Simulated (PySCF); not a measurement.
C4H8BN, SMILES C=C1CNB1C.

Geometry optimised at B3LYP-D3(BJ)/def2-SVP. This is a generated structure with no PubChem entry under its InChIKey; it may be hypothetical.

Vertical ionisation energy (IE) and electron affinity (EA) in eV. Rows of orbital energies are one-electron estimates. Where ΔSCF, EOM or ADC give a negative EA the extra electron is unbound and the value depends on the basis.

| level | IE | EA |
|---|---|---|
| −ε(HOMO), −ε(LUMO), B3LYP/def2-TZVP (PySCF) | 7.02 | 0.70 |
| −ε(HOMO), −ε(LUMO), PBE/def2-TZVP (PySCF) | 6.11 | 1.46 |
